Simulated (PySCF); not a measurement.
CH3Se, SMILES [Se]C (connectivity only; charge and spin as stated), charge -1, multiplicity 1. Atoms are numbered in the order given.

```xyz
5

C      0.0000     0.0000    -1.5323
Se     0.0000     0.0000     0.4398
H     -0.8857     0.5114    -1.9201
H      0.0000    -1.0228    -1.9201
H      0.8857     0.5114    -1.9201
```
Charge -1, spin multiplicity 1.

The structure is a stationary point at ωB97X-D3(BJ)/def2-TZVPD. The multiplicity is an assumed one; other spin states were not compared. The isomer is the one that the SMILES or the coordinates give; other isomers of the formula were not compared.

Level of theory: PBE/def2-TZVPD (PySCF).

The molecule is in vacuum. A positive occupied level means that this level leaves the electron formally unbound; only the finite basis holds it.

```yaml
total_energy: -2441.09290 hartree
point_group: C3v
highest_occupied_level: 1.08 eV
lowest_empty_level: 3.41 eV
orbital_gap: 2.33 eV
dipole_moment_about_the_centre_of_nuclear_charge: 2.15 D
mean_static_polarisability: 82.9 bohr³ (12.29 Å³)
polarisability_principal_values: 82.8, 83.0, 83.0 bohr³
```
